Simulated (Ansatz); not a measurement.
`B/C(Br)=C/O`, relaxed with RKS PBE0-D4/def2-TZVP in Ansatz 0.2.0 from a PBE-D4/def2-SVP geometry. The force threshold is 0.005 eV/Å; the program also tests the step.

Total charge 0; spin multiplicity 1.

Start:

```xyz
9

B    -0.560   -1.526    0.243
C    -0.287   -0.039    0.233
Br   -1.318    1.226    1.280
C     0.713    0.544   -0.516
O     1.010    1.831   -0.575
H     0.156   -2.221   -0.457
H    -1.443   -2.025    0.910
H     1.360   -0.088   -1.147
H     0.370    2.297    0.029
```

```json
{"step": "1", "energy (eV)": "-74896.2054", "largest force (eV/Å)": "0.716", "largest move (Å)": "0.000"}
{"step": "2", "energy (eV)": "-74896.2503", "largest force (eV/Å)": "0.246", "largest move (Å)": "0.029"}
{"step": "3", "energy (eV)": "-74896.2559", "largest force (eV/Å)": "0.067", "largest move (Å)": "0.018"}
{"step": "4", "energy (eV)": "-74896.2563", "largest force (eV/Å)": "0.026", "largest move (Å)": "0.008"}
{"step": "5", "energy (eV)": "-74896.2563", "largest force (eV/Å)": "0.035", "largest move (Å)": "0.009"}
{"step": "6", "energy (eV)": "-74896.2564", "largest force (eV/Å)": "0.006", "largest move (Å)": "0.002"}
{"step": "7", "energy (eV)": "-74896.2564", "largest force (eV/Å)": "0.009", "largest move (Å)": "0.001"}
{"step": "8", "energy (eV)": "-74896.2564", "largest force (eV/Å)": "0.005", "largest move (Å)": "0.001"}
{"step": "9", "energy (eV)": "-74896.2564", "largest force (eV/Å)": "0.001", "largest move (Å)": "0.000"}
```

End:

```xyz
9

B    -0.549   -1.509    0.237
C    -0.293   -0.029    0.241
Br   -1.325    1.199    1.282
C     0.693    0.530   -0.501
O     1.006    1.804   -0.575
H     0.163   -2.178   -0.456
H    -1.414   -2.011    0.886
H     1.321   -0.105   -1.118
H     0.398    2.299    0.005
```

Run time 33 s (4 threads of an Intel Xeon Platinum 8259CL on a shared host); peak host memory 0.53 GiB.
